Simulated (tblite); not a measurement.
Species: C5H11BO3.
SMILES with atom numbers: `[CH3:1][O:2][C@H:3]1[CH2:4][C@@H:5]([B:6]([OH:7])[OH:8])[CH2:9]1` (hydrogens: H10, H11, H12 on C1; H13 on C3; H14, H15 on C4; H16 on C5; H17 on O7; H18 on O8; H19, H20 on C9)

Computed with GFN2-xTB (tblite), gas phase: L-BFGS steps from a force-field or distance-geometry start until the largest atomic force falls under 0.01 eV/Å.

At the end of the run (lengths in Å): B6–O7 1.346, B6–O8 1.362, O7–H17 0.958, C5–C9 1.549, C3–C9 1.534, C3–C4 1.542, C1–H10 1.096, C1–O2–C3 113.4°, C5–B6–O7 119.4°, C4–C5–B6 118.3°, C5–B6–O8 122.4°, C1–O2–C3–C4 74°, O2–C3–C4–C5 127°, C3–C4–C5–B6 -131°, H17–O7–B6–C5 179°, H18–O8–B6–C5 -1°.

Problem. These geometries were met on the way; a selection of coordinates is given. Order them by energy above the end point, lowest first.
A. B6–O7 1.477, B6–O8 1.490, O7–H17 1.015, C5–C9 1.505, C3–C9 1.492, C3–C4 1.503, C1–H10 1.133, C1–O2–C3 106.7°, C5–B6–O7 113.6°, C4–C5–B6 112.6°, C5–B6–O8 116.9°, C1–O2–C3–C4 127°, O2–C3–C4–C5 112°, C3–C4–C5–B6 -114°, H17–O7–B6–C5 -79°, H18–O8–B6–C5 -61°
B. B6–O7 1.340, B6–O8 1.359, O7–H17 0.965, C5–C9 1.544, C3–C9 1.540, C3–C4 1.537, C1–H10 1.107, C1–O2–C3 120.5°, C5–B6–O7 115.4°, C4–C5–B6 114.9°, C5–B6–O8 123.3°, C1–O2–C3–C4 122°, O2–C3–C4–C5 117°, C3–C4–C5–B6 -126°, H17–O7–B6–C5 -170°, H18–O8–B6–C5 -10°
C. B6–O7 1.363, B6–O8 1.324, O7–H17 0.939, C5–C9 1.536, C3–C9 1.530, C3–C4 1.530, C1–H10 1.092, C1–O2–C3 107.4°, C5–B6–O7 114.1°, C4–C5–B6 112.5°, C5–B6–O8 118.6°, C1–O2–C3–C4 127°, O2–C3–C4–C5 111°, C3–C4–C5–B6 -121°, H17–O7–B6–C5 -87°, H18–O8–B6–C5 -44°
D. B6–O7 1.366, B6–O8 1.349, O7–H17 0.948, C5–C9 1.560, C3–C9 1.541, C3–C4 1.538, C1–H10 1.096, C1–O2–C3 112.4°, C5–B6–O7 117.8°, C4–C5–B6 112.7°, C5–B6–O8 124.6°, C1–O2–C3–C4 127°, O2–C3–C4–C5 114°, C3–C4–C5–B6 -122°, H17–O7–B6–C5 -91°, H18–O8–B6–C5 -5°
E. B6–O7 1.343, B6–O8 1.385, O7–H17 0.937, C5–C9 1.546, C3–C9 1.554, C3–C4 1.548, C1–H10 1.085, C1–O2–C3 121.3°, C5–B6–O7 115.0°, C4–C5–B6 113.7°, C5–B6–O8 122.5°, C1–O2–C3–C4 124°, O2–C3–C4–C5 116°, C3–C4–C5–B6 -124°, H17–O7–B6–C5 -148°, H18–O8–B6–C5 -16°

Solution. B (0.217 eV), E (0.403 eV), D (0.753 eV), C (1.232 eV), A (2.163 eV).

```json
{"step": "24", "E above end (eV)": "0.217", "rms distance from the end, all atoms (Å)": "0.432", "largest force (eV/Å)": "0.692", "rms shift of all bonds from the end (Å)": "0.007"}
{"step": "20", "E above end (eV)": "0.403", "rms distance from the end, all atoms (Å)": "0.448", "largest force (eV/Å)": "1.058", "rms shift of all bonds from the end (Å)": "0.011"}
{"step": "9", "E above end (eV)": "0.753", "rms distance from the end, all atoms (Å)": "0.522", "largest force (eV/Å)": "0.317", "rms shift of all bonds from the end (Å)": "0.010"}
{"step": "2", "E above end (eV)": "1.232", "rms distance from the end, all atoms (Å)": "0.543", "largest force (eV/Å)": "1.745", "rms shift of all bonds from the end (Å)": "0.013"}
{"step": "0", "E above end (eV)": "2.163", "rms distance from the end, all atoms (Å)": "0.557", "largest force (eV/Å)": "4.829", "rms shift of all bonds from the end (Å)": "0.049"}
```

Rows stand in the order of the answer.
